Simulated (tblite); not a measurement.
Problem. Give a GFN2-xTB geometry of `C#C[C@@H]([SiH2])CC[SiH3]` [radical]. (Doublet state.)

Solution. 
```
atom  x, y, z in Å
C1    -2.456    1.596    0.280
C2    -1.813    0.603    0.469
C3    -1.073   -0.625    0.644
Si4   -2.165   -2.032   -0.067
C5     0.298   -0.542   -0.039
C6     1.177    0.549    0.568
Si7    2.875    0.687   -0.273
H8    -3.007    2.477    0.137
H9    -0.924   -0.780    1.720
H10   -2.330   -1.926   -1.512
H11   -3.427   -2.153    0.653
H12    0.798   -1.510    0.053
H13    0.156   -0.341   -1.104
H14    0.647    1.503    0.498
H15    1.305    0.348    1.635
H16    3.591   -0.585   -0.135
H17    2.692    0.983   -1.695
H18    3.648    1.755    0.363
```

Orientation and origin are arbitrary. Atoms count from 1 in this order. The C–C distances run from 1.199 Å (C1≡C2, drawn triple) to 1.534 Å (C3–C5, drawn single), a spread of 0.335 Å. Si4 (silicon bonded to C and 2 H) is pyramidal (angles 113.4°, 112.2° and 111.8°, sum 337.4°, 0.44 Å off the plane of its three neighbours). Si7 (silicon bonded to C and 3 H) is tetrahedral (angles from 109.1° to 109.9°). Of the pairs four or more bonds apart, C2···H14 is among the closest relative to their van der Waals radii: 2.62 Å, 90 % of the sum of Bondi's values.

Bonds between heavy atoms (Å): C1≡C2 1.199, C2–C3 1.444, C3–Si4 1.918, C3–C5 1.534, C5–C6 1.526, C6–Si7 1.900.

Structure optimised with GFN2-xTB, isolated species. This method treats the open shell by occupation alone, without spin polarisation.

Point group: C1 (no symmetry element, even within 0.4 Å). Its GFN2-xTB frequencies are all real (lowest 58 cm⁻¹). Torsions: C2–C3–Si4–H 67° and -62°, C2–C3–C5–C6 63°, C3–C5–C6–Si7 -179°. 3 starts were optimised and ended at 0.00, 0.64 and 0.77 kcal/mol (GFN2-xTB); the lowest of these is shown.

One conformer stands for the species.

All values are computed, not measured.
